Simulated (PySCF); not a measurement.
## What settings do to a single point of [Dy(O2)2]−

The sound run of [Dy(O2)2]− (singlet in the valence; each metal's 4f electrons, 9 of them, lie in its core potential, out of spins and levels) uses PySCF 2.14.0, RKS BP86, Dy lcecp-1-SVP with ECP55, O def2-SVP; non-relativistic Hamiltonian with scalar-relativistic core potentials where named; density fitting; no spin-orbit coupling, grid (50, 194), threshold 1e-8 Eh and 55 cycles, at the relaxed geometry:

```xyz
5

Dy    0.0000    0.0000    0.0000
O     0.5408    0.5408    2.0020
O    -0.5408   -0.5408    2.0020
O     0.5408   -0.5408   -2.0020
O    -0.5408    0.5408   -2.0020
```

There Dy1 has a Mulliken charge of 0.62 e and the dipole about the centre of mass is 0.00 D. Each run below changes one thing and starts from free metal ions and neutral atoms unless it says otherwise; with 55 cycles, smearing, a level shift and second-order steps follow where DIIS fails, and their cycles count. Energy shifts count from the sound run. On f atoms grids over 110 angular points are at least (60, 302).

| change | outcome | cycles | energy shift (eV) | largest force component (eV/Å) | charge on Dy1 (e) | dipole about the centre of mass (D) |
| --- | --- | --- | --- | --- | --- | --- |
| start from a density of up to 30 smeared cycles (not counted) | converged | 10 | 0.0000 | 0.00 | 0.62 | 0.00 |

One further run converged with energy shift (eV) 1.82, largest force component (eV/Å) 2.18, charge on Dy1 (e) 0.71, dipole about the centre of mass (D) 0.00. Which change was it?
A. all coordinates × 1.12
B. grid (10, 14)
C. threshold 0.001

A.

And the other changes listed?


```csv
change,outcome,cycles,energy shift (eV),largest force component (eV/Å),charge on Dy1 (e),dipole about the centre of mass (D)
"grid (10, 14)",converged,12,-3.31,2.51,0.58,0.00
threshold 0.001,converged,7,0.0211,0.02,0.69,0.00
```

Unsound on purpose, so not properties of the compound: grid (10, 14).

Forces carry noise of the integration grid, about 0.01 to 0.03 eV/Å.

An lcecp potential fixes the number of 4f electrons, so in runs with it no electron can move into or out of that shell.
